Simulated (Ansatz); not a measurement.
Ansatz (an electronic-structure program) input:

Ansatz 0.2 input:
```yaml
crystal:
  periodic: [false, false, false]
  atoms:
    - {symbol: F, position_ang: [1.98168568, -1.34344827, -0.19603667]}
    - {symbol: Si, position_ang: [1.52121204, 0.19571106, 0.35932761]}
    - {symbol: Si, position_ang: [-0.77097541, 0.09744609, -0.31739086]}
    - {symbol: F, position_ang: [-1.46747119, 1.58078882, -0.27580858]}
    - {symbol: F, position_ang: [-1.74038408, -0.75478670, 0.69461856]}
    - {symbol: H, position_ang: [1.77210778, 0.99278341, -0.94350216]}
    - {symbol: H, position_ang: [-1.23989401, -0.43996810, -1.64857205]}
basis:
  gaussian:
    orbitals: def2-TZVPD
hamiltonian:
  xc: {name: BHLYP}
total_charge: -1
output: {forces: true}
```

### Question
What final total energy does it print?

### Answer
-879.98388 Eh (BHLYP/def2-TZVPD). The basis has 224 functions.

It need not be the lowest isomer of its formula. Whether it binds its extra electron was not tested at this geometry.
